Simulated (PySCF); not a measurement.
Ga⁺: excitation energy

Ga⁺ [Ar] 3d10 4s2 (1S) → Ga⁺ [Ar] 3d10 4s1 4p1 (3P), as a difference of total energies. Computed with PySCF 2.14 in ANO-RCC-VTZP (6s5p3d1f, 43 functions), with scalar relativity by spin-free X2C-1e. Correlated levels: valence and next inner shell: [Ne] frozen. The calculations carry no spin-orbit coupling.

| method | excitation energy (eV) | error (eV) |
| --- | --- | --- |
| UHF | 4.626 | -1.360 |
| MP2 (valence and next inner shell) | 5.793 | -0.193 |
| SCS-MP2 (valence and next inner shell) | 5.877 | -0.109 |
| CCSD (valence and next inner shell) | 5.839 | -0.147 |
| CCSD(T) (valence and next inner shell) | 5.908 | -0.078 |

Reference: 5.986 eV (measured; NIST levels, between the centres of gravity of the two terms).

Errors of the correlated levels include the incompleteness of this basis and the frozen core.

The basis was made for the ground configuration and has no added diffuse functions, so the excitation energy can come out too high.
